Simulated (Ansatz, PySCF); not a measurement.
Here is a job for Ansatz (a quantum-chemistry and plane-wave program).
Ansatz 0.2 input:
```yaml
crystal:
  periodic: [false, false, false]
  atoms:
    - {symbol: Al, position_ang: [0.32822742, 0.51741072, 0.46892231]}
    - {symbol: C, position_ang: [1.16848016, 1.86037234, 1.66597219]}
    - {symbol: H, position_ang: [1.79239289, 1.38246890, 2.42004864]}
    - {symbol: H, position_ang: [0.41324739, 2.46018410, 2.17392398]}
    - {symbol: H, position_ang: [1.79207614, 2.55355308, 1.10100796]}
    - {symbol: O, position_ang: [-0.78572777, 0.98862120, -0.69801574]}
    - {symbol: Si, position_ang: [-1.87081817, 1.39148817, -1.84213483]}
    - {symbol: H, position_ang: [-3.19780629, 1.07484934, -1.30942585]}
    - {symbol: H, position_ang: [-1.56441436, 0.61829392, -3.04673104]}
    - {symbol: H, position_ang: [-1.71333385, 2.83047692, -2.07166942]}
    - {symbol: O, position_ang: [0.70859396, -1.11571406, 0.58712668]}
    - {symbol: Si, position_ang: [1.04257281, -2.70645677, 0.66099281]}
    - {symbol: H, position_ang: [-0.19532967, -3.40007236, 1.02218297]}
    - {symbol: H, position_ang: [2.06855509, -2.86552681, 1.69579393]}
    - {symbol: H, position_ang: [1.53928084, -3.11649754, -0.65385383]}
basis:
  gaussian:
    orbitals: def2-SVP
hamiltonian:
  xc: pbe0
accuracy: high
```

**Question.** Give the equivalent PySCF input.

**Answer.** Several could match; the one computed here: 
```python
from pyscf import gto, scf, dft

mol = gto.Mole()
mol.atom = '''
    Al    0.328227    0.517411    0.468922
    C     1.168480    1.860372    1.665972
    H     1.792393    1.382469    2.420049
    H     0.413247    2.460184    2.173924
    H     1.792076    2.553553    1.101008
    O    -0.785728    0.988621   -0.698016
    Si   -1.870818    1.391488   -1.842135
    H    -3.197806    1.074849   -1.309426
    H    -1.564414    0.618294   -3.046731
    H    -1.713334    2.830477   -2.071669
    O     0.708594   -1.115714    0.587127
    Si    1.042573   -2.706457    0.660993
    H    -0.195330   -3.400072    1.022183
    H     2.068555   -2.865527    1.695794
    H     1.539281   -3.116498   -0.653854
'''
mol.basis = 'def2-svp'
mol.charge = 0
mol.spin = 0
mol.verbose = 4
mol.build()

mf = dft.RKS(mol)
mf.xc = 'pbe0'
mf.grids.atom_grid = (99, 590)
mf.grids.prune = None
mf.kernel()
```

Both were run: Ansatz gave -1014.583869 Eh and PySCF -1014.583869 Eh, 0.000 mEh apart.
